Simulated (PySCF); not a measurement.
**TDDFT excited states: C5H9ClSi2**

Compound: C5H9ClSi2.
Atom-mapped SMILES: `[CH:1]#[C:2][C@@H:3]1[SiH2:4][CH2:5][Si@H:6]1[CH2:7][Cl:8]` (hydrogens: H9 on C1; H10 on C3; H11, H12 on Si4; H13, H14 on C5; H15 on Si6; H16, H17 on C7)

Level of theory: PySCF 2.14.0, density-fitted response routines, TDDFT CAM-B3LYP/def2-SVPD, vertical, gas phase, core orbitals frozen in the response. Geometry: GFN2-xTB, one conformer, isolated molecule. Torsions of this conformer, `[CH:1]#[C:2][C@@H:3]1[SiH2:4][CH2:5][Si@H:6]1[CH2:7][Cl:8]`: C5–Si6–C7–Cl8 -73°.

```tsv
state	E (eV)	E (hartree)	f	|μ| (D)	main configurations (H = HOMO, L = LUMO)
S1	5.91	0.2173	0.022	0.99	H→L (76%)
S2	6.06	0.2226	0.0006	0.16	H→L+2 (43%), H→L (12%), H→L+4 (12%)
S3	6.43	0.2363	0.014	0.77	H-1→L (37%), H→L+3 (12%), H→L+10 (8%)
S4	6.51	0.2393	0.017	0.82	H-1→L (48%), H-1→L+2 (16%)
S5	6.60	0.2425	0.0080	0.56	H→L+2 (18%), H-1→L+3 (15%), H→L+1 (11%)
S6	6.67	0.2451	0.0089	0.59	H→L+1 (25%), H-1→L+10 (14%), H-1→L+3 (12%)
S7	6.84	0.2512	0.013	0.72	H-2→L (28%), H→L+1 (27%), H→L+4 (14%)
S8	7.05	0.2591	0.023	0.93	H→L+2 (18%), H→L+7 (13%), H-3→L (9%)
```

Triplets, Tamm–Dancoff:

```json
{"state": "T1", "E (eV)": "5.32", "λ (nm)": "233.0", "main configurations (H = HOMO, L = LUMO)": "H→L+10 (17%), H→L+3 (14%)"}
{"state": "T2", "E (eV)": "5.56", "λ (nm)": "222.8", "main configurations (H = HOMO, L = LUMO)": "H→L (41%), H→L+7 (13%), H→L+2 (10%)"}
{"state": "T3", "E (eV)": "5.76", "λ (nm)": "215.4", "main configurations (H = HOMO, L = LUMO)": "H→L+10 (11%), H-1→L+7 (10%), H-1→L+2 (10%)"}
```

The lowest singlet lies at 5.91 eV (210 nm, ultraviolet) and is weak; its leading configuration is HOMO→LUMO (76%). The largest oscillator strength of a single state is 0.023. Löwdin shares by element: HOMO carbon 73% or more, silicon 6% or more (atoms not listed hold the other 21%); LUMO silicon 29%, chlorine 12%, carbon 9% or more (atoms not listed hold the other 50%). Of the 8 states listed, 5 reach f = 0.01 and none stays under 0.0005. The listed states span 1.14 eV, and the widest gap between neighbours is 0.37 eV (S2 to S3). Orbital energies (eV): HOMO-3 -9.94, HOMO-2 -9.59, HOMO-1 -8.74, HOMO -8.26, LUMO 0.52, LUMO+1 0.98, LUMO+2 1.17. The window holds the lowest 8 singlets.

Hardware: one thread, Arm Neoverse V1, on a shared host. Cost: 77 s wall.
